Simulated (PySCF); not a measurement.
**Removal energies of Mo⁶⁺ from EOM-IP-GCCSD**

Reference: closed-shell Mo⁶⁺, [Kr]; one electron is removed. Calculated with PySCF 2.14, two-component X2C-1e with screened spin-orbit coupling, x2c-TZVPPall-2c with one added diffuse shell each of s, p, d, f type (9s10p8d3f1g, 109 functions); frozen [Ne]; of the others 106 kept and the rest restored at second order. No Breit or QED terms. Binding energies in eV.

```json
{"level": "3d3/2", "Koopmans": "337.70", "second order": "328.19", "EOM-CCSD": "330.31"}
{"level": "3d5/2", "Koopmans": "334.24", "second order": "324.86", "EOM-CCSD": "326.94"}
{"level": "4s1/2", "Koopmans": "159.90", "second order": "154.62", "EOM-CCSD": "154.38"}
{"level": "4p1/2", "Koopmans": "128.20", "second order": "128.06", "EOM-CCSD": "128.16"}
{"level": "4p3/2", "Koopmans": "125.16", "second order": "125.12", "EOM-CCSD": "125.22"}
```

One-hole weights below 0.9, a sign of mixing with satellites: 4s1/2 (0.82).

For comparison, the ionisation energy of Mo⁶⁺ is 125.64 eV (semi-empirical (NIST evaluation); NIST Atomic Spectra Database, ionization energies).

Gaps of this size point to the basis (9s10p8d3f1g), which has few functions of high l to correlate and polarise the inner shells.

Where second order misses EOM-CCSD by more than 1 eV, it overshoots the relaxation and correlation of that hole or particle, which higher orders damp.
